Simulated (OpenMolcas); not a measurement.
**Tm2+: moving or changing the point charges**

Tm2+ among 6 point charges of -1.5 e arranged as an octahedron (Oh), 2.39 Å from the ion.

```yaml
Program: OpenMolcas 26.06
Method: "SS-CASPT2, IPEA 0.25 Eh, imaginary shift 0.1 Eh (closed shells correlated: 5s 5p)"
Basis: ANO-RCC-VTZP [8s7p5d3f2g1h]
Scalar_Hamiltonian: DKH2, point nucleus
Active_space: 13 electrons in 7 orbitals (4f)
State_averaging: 2S+1 = 2 odd, 7 roots
Spin-orbit_coupling: RASSI with atomic mean-field integrals over the reference wave functions
```

Runs around this geometry, states (labels of O, the rotations of Oh). Energies in cm-1 above the lowest state or level, χT in cm3 K/mol; under a threefold ground state the first gap can be a small split of the lowest multiplet, not the spin-orbit step.

```tsv
R (Å)	Ground state	First state of that spin	First gap with spin-orbit (degeneracies)	Width of lowest J	χT at 300 K
2.39	2T2	2T1 66	55 (4, 2)	184	2.523
2.67	2T1	2T2 220	140 (2, 4)	414	2.477
2.77	2T1	2T2 160	110 (2, 4)	354	2.501
```

The ground state changes within this set.

Roots that are degenerate in the reference are averaged as groups; the widest CASPT2 spread within a group is 58 cm-1 (the 3-fold group of multiplicity 2 near 215 cm-1 above the lowest state of its run, R = 2.67). Shifts and gaps below about the spread of the groups concerned are not significant. Point charges carry no covalency, so the field is a model and not that of real ligands. No measured value stands beside these numbers.
